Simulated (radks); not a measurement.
Ca I, configuration [Ar] 4s2.

Calculated with a radial shooting solver on a logarithmic mesh with Libxc functionals: scalar-relativistic Kohn-Sham, PBE, spin-unpolarised, spherical densities, finite nucleus; Fermi nuclear charge, rms radius 3.4776 fm.

Energy parts (eV):
total: -18512.560
kinetic: 18638.314
electron-nucleus: -43966.605
Hartree: 7794.798
exchange-correlation: -979.067

Orbitals (lengths in bohr, moments of r in powers of bohr; r(90%) holds 90 % of the orbital's charge):
[
 {"orbital": "1s", "occ.": "2", "eigenvalue (eV)": "-3949.397", "r(90%)": "0.137", "<r^4>": "0.0001626", "<r>": "0.07685"},
 {"orbital": "2s", "occ.": "2", "eigenvalue (eV)": "-414.3698", "r(90%)": "0.567", "<r^4>": "0.04387", "<r>": "0.3643"},
 {"orbital": "2p", "occ.": "6", "eigenvalue (eV)": "-334.7386", "r(90%)": "0.541", "<r^4>": "0.03686", "<r>": "0.3278"},
 {"orbital": "3s", "occ.": "2", "eigenvalue (eV)": "-47.0917", "r(90%)": "1.73", "<r^4>": "3.886", "<r>": "1.156"},
 {"orbital": "3p", "occ.": "6", "eigenvalue (eV)": "-28.0081", "r(90%)": "1.96", "<r^4>": "6.489", "<r>": "1.271"},
 {"orbital": "4s", "occ.": "2", "eigenvalue (eV)": "-3.7664", "r(90%)": "6.02", "<r^4>": "563.2", "<r>": "4.020"}
]

The highest occupied level is 4s at -3.766 eV. Summed over all electrons, <r^2> = 52.76 bohr^2, which gives a Langevin (diamagnetic) susceptibility term of -41.8 x 10^-6 cm^3/mol. For comparison, the ionisation energy in NIST's Atomic Spectra Database is 6.113 eV (measured). In exact Kohn-Sham theory the highest level is minus the ionisation energy, but local and semilocal functionals leave it too shallow, through self-interaction and a potential that decays too fast; potentials with the right tail come closer.
